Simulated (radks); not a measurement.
Results of a calculation; reference values are marked as such.
Problem. Radial electron density D(r) = 4 pi r^2 rho(r) of an atom or ion with 5.75 electrons. Level of theory: non-relativistic Kohn-Sham, BLYP, spin-polarised, spherical densities, point nucleus (a radial shooting solver on a logarithmic mesh with Libxc functionals).

```
   r/bohr * D(r) (the largest magnitude, 7.4, reaches the edge; | marks zero)
  0.01477 |  *
  0.01639 |   *
  0.01819 |    *
  0.02018 |     *
  0.02239 |      *
  0.02465 |       *
  0.02735 |         *
  0.03035 |           *
  0.03367 |             *
  0.03736 |               *
  0.04146 |                  *
    0.046 |                     *
  0.05104 |                        *
  0.05618 |                           *
  0.06234 |                               *
  0.06917 |                                   *
  0.07676 |                                      *
  0.08517 |                                          *
   0.0945 |                                              *
   0.1049 |                                                 *
   0.1164 |                                                   *
   0.1281 |                                                     *
   0.1421 |                                                      *
   0.1577 |                                                      *
    0.175 |                                                    *
   0.1942 |                                                  *
   0.2154 |                                              *
    0.239 |                                          *
   0.2652 |                                    *
    0.292 |                                *
    0.324 |                          *
   0.3595 |                      *
   0.3989 |                  *
   0.4426 |                *
   0.4911 |               *
   0.5449 |               *
   0.6046 |                *
   0.6656 |                  *
   0.7385 |                   *
   0.8195 |                     *
   0.9093 |                      *
    1.009 |                      *
    1.119 |                    *
    1.242 |                  *
    1.378 |               *
    1.517 |             *
    1.684 |         *
    1.868 |      *
    2.073 |    *
      2.3 |  *
    2.552 | *
    2.832 |*
    3.142 *
    3.459 *
    3.838 *
    4.258 *
    4.725 *
```

What is the nuclear charge?

Solution. Z = 7. The innermost maximum, from 1s, lies near 1/Z = 0.143 bohr (found: 0.147), and its height grows with Z. The density is that of the nitrogen ion N1.25+ in [He] 2s2 2p(up 1.5, down 0.25); the configuration itself is not fixed sharply by these data. D(r) has 2 maxima, at r = 0.147, 0.939 bohr, and minima at 0.511 bohr, inside which lie 2.16 electrons.
